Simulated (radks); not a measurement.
All-electron atom: Br0.75+ in [Ar] 3d(up 5, down 4.25) 4s2 4p5 (fractional occupations, a model configuration).

Method: scalar-relativistic Kohn-Sham, BLYP, spin-polarised, spherical densities, finite nucleus; open shells are filled with parallel spins first; Fermi nuclear charge, rms radius 4.1629 fm; computed with a radial shooting solver on a logarithmic mesh with Libxc functionals.

Energy parts (eV):
| part | energy |
|---|---|
| total | -70879.457 |
| kinetic | 72418.580 |
| electron-nucleus | -170353.753 |
| Hartree | 29553.721 |
| exchange-correlation | -2498.005 |

Orbitals (lengths in bohr, moments of r in powers of bohr; r(max) is where P^2 peaks):
orbital  occ.  eigenvalue (eV)     <r^2>   <1/r>   r(max)
1s up       1        -13340.90  0.002461   35.66  0.02791
1s down     1        -13340.82  0.002461   35.66  0.02791
2s up       1        -1754.829   0.04237   7.896   0.1592
2s down     1        -1753.998   0.04235   7.898   0.1592
2p up       3        -1550.409   0.03350   7.729   0.1274
2p down     3        -1549.744   0.03348   7.730   0.1274
3s up       1        -256.3627    0.3453   2.612   0.4825
3s down     1        -255.0620    0.3458   2.609   0.4827
3p up       3        -191.7304    0.3657   2.463   0.4789
3p down     3        -190.4336    0.3665   2.460   0.4792
3d up       5         -84.9552    0.4088   2.192   0.4261
3d down  4.25         -83.6043    0.4105   2.188   0.4267
4s up       1         -29.9818     2.886  0.8395    1.371
4s down     1         -29.0152     2.914  0.8371    1.371
4p up       3         -16.4642     4.216  0.6941    1.569
4p down     2         -15.6010     4.335  0.6870    1.576

The highest occupied level is 4p down at -15.601 eV. Summed over all electrons, <r^2> = 34.09 bohr^2, which gives a Langevin (diamagnetic) susceptibility term of -27 x 10^-6 cm^3/mol. Spin moment in Bohr magnetons: 1.75. The electron density at the nucleus is 4.502e+04 e/bohr^3 (large components only).
